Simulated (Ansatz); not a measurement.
The molecule CoCl, multiplicity 3 (the spin of the measured ground state). No spin–orbit coupling. Co is treated without relativity.

D_e counts from the fitted minimum to each atom's lowest state at the same level, without counterpoise.

Run with Ansatz (Gaussian orbitals). Values without a source in brackets are computed.

**Question.** One of these levels gives 455.1 kJ/mol for the bond energy D_e. Name it.
(A) B97M-V/def2-TZVPP
(B) SVWN5/def2-TZVPP
(C) BHLYP/def2-TZVPP

**Answer.** B, SVWN5/def2-TZVPP. The others give 369.2 (B97M-V/def2-TZVPP), 289.0 (BHLYP/def2-TZVPP)

Ansatz is a first-principles code.
